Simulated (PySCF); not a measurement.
**Co: ionisation energy**

Co [Ar] 3d7 4s2 [3d3/2^4 3d5/2^3, M_J = 9/2] → Co⁺ [Ar] 3d8 [3d3/2^4 3d5/2^4, M_J = 4], as a difference of total energies. Computed with PySCF 2.14 in x2c-SVPall-2c with one added diffuse shell each of s, d type (6s5p4d1f, 48 functions), with the two-component X2C-1e Hamiltonian. Correlated levels: [Ne] frozen; the 6 highest virtual spinors dropped. "Screened" scales the spin-orbit matrix elements by Boettger's factors to mimic the two-electron term; Breit and QED terms are absent.

| method | ionisation energy (eV) |
| --- | --- |
| GHF (spin-free) | 8.215 |
| GMP2 (spin-free) | 7.131 |
| GHF (screened spin-orbit) | 8.226 |
| GMP2 (screened spin-orbit) | 7.142 |

**Question.** How much does correlation contribute at GMP2 (screened spin-orbit)?

**Answer.** 7.142 − (8.226) = -1.084 eV, measured against GHF (screened spin-orbit).

Errors of the correlated levels include the incompleteness of this basis and the frozen core.

The labels give the starting determinants; with spin-orbit coupling the two ends relaxed to ⟨J²⟩ = 24.76, ⟨L²⟩ = 12.02, ⟨S²⟩ = 3.76 and ⟨J²⟩ = 20.01, ⟨L²⟩ = 12.01, ⟨S²⟩ = 2.01.

MP2 underrates the near-degeneracy of ns² with np² in the lower species.

For comparison: 7.881 eV (measured; NIST Atomic Spectra Database, ionization energies).
